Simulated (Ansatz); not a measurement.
Geometry optimisation, RKS revPBE-D4/cc-pVDZ in Ansatz.

input.yaml

```yaml
crystal:
  periodic: [false, false, false]
  atoms:
    - { symbol: Si, position_ang: [-0.450067, -0.057727, -0.641314] }
    - { symbol: H, position_ang: [-0.073016, 1.234782, 1.665103] }
    - { symbol: "N", position_ang: [1.286524, -0.17826, -0.399431] }
    - { symbol: H, position_ang: [1.691099, -1.082742, -0.665482] }
    - { symbol: H, position_ang: [1.662731, 0.093182, 0.514066] }
    - { symbol: "N", position_ang: [-0.878887, 1.621746, -0.876254] }
    - { symbol: H, position_ang: [-1.610911, 1.992443, -0.268989] }
    - { symbol: H, position_ang: [-0.102446, 2.283941, -0.938785] }
    - { symbol: H, position_ang: [-0.676178, -0.914807, -1.872216] }
    - { symbol: O, position_ang: [-1.50432, -0.629604, 0.56129] }
    - { symbol: H, position_ang: [-1.845147, -1.517704, 0.344021] }
    - { symbol: H, position_ang: [-0.373584, 0.65455, 1.971491] }
basis:
  gaussian: { orbitals: cc-pVDZ }
hamiltonian:
  xc: revpbe
  dispersion: d4
relax:
  f_tol: 0.03
  max_steps: 50
```

Launched with:

```bash
$ ansatz run input.yaml --threads 2 --pin off --max-ram 3072MiB --backend cpu --events-out ev --progress --plain --runs-dir out
```

Where does it end, and by what steps?

The forces met the threshold. The force dipped under the threshold on the way, but the program's further checks kept it going. After 25 steps the energy has fallen by 0.247 eV; H2 moved furthest, 2.00 Å.

| step | energy less start (eV) | largest force component (eV/Å) | accepted |
| --- | --- | --- | --- |
| 0 | 0.0000 | 1.522 | yes |
| 1 | -0.1247 | 0.295 | yes |
| 2 | -0.1685 | 0.127 | yes |
| 3 | -0.1916 | 0.278 | yes |
| 4 | -0.1897 | 0.264 | no |
| 5 | -0.1982 | 0.160 | yes |
| 6 | -0.2024 | 0.254 | yes |
| 7 | -0.2110 | 0.079 | yes |
| 8 | -0.2021 | 0.672 | no |
| 9 | -0.2160 | 0.063 | yes |
| 10 | -0.2184 | 0.206 | yes |
| 11 | -0.2239 | 0.159 | yes |
| 12 | -0.2292 | 0.151 | yes |
| 13 | -0.2315 | 0.290 | yes |
| 14 | -0.2352 | 0.129 | yes |
| 15 | -0.2387 | 0.069 | yes |
| 16 | -0.2411 | 0.105 | yes |
| 17 | -0.2417 | 0.225 | yes |
| 18 | -0.2432 | 0.057 | yes |
| 19 | -0.2440 | 0.028 | yes |
| 20 | -0.2449 | 0.018 | yes |
| 21 | -0.2451 | 0.165 | yes |
| 22 | -0.2458 | 0.038 | yes |
| 23 | -0.2461 | 0.016 | yes |
| 24 | -0.2465 | 0.032 | yes |
| 25 | -0.2466 | 0.020 | yes |

```xyz
12
Properties=species:S:1:pos:R:3
Si -0.482 0.010 -0.829
H 0.059 0.143 3.333
N 1.247 -0.042 -0.530
H 1.642 -0.972 -0.347
H 1.605 0.609 0.179
N -0.851 1.519 -1.624
H -1.598 2.084 -1.209
H -0.058 2.110 -1.887
H -0.755 -1.235 -1.644
O -1.557 0.003 0.517
H -1.815 -0.903 0.773
H -0.312 0.173 2.661
```

Whether the end is a true minimum wasn't checked by a vibrational analysis.

The run took 17 s on 2 threads of AMD EPYC 9R45 96-Core Processor (Zen 5) (shared host), peak memory 0.15 GiB.
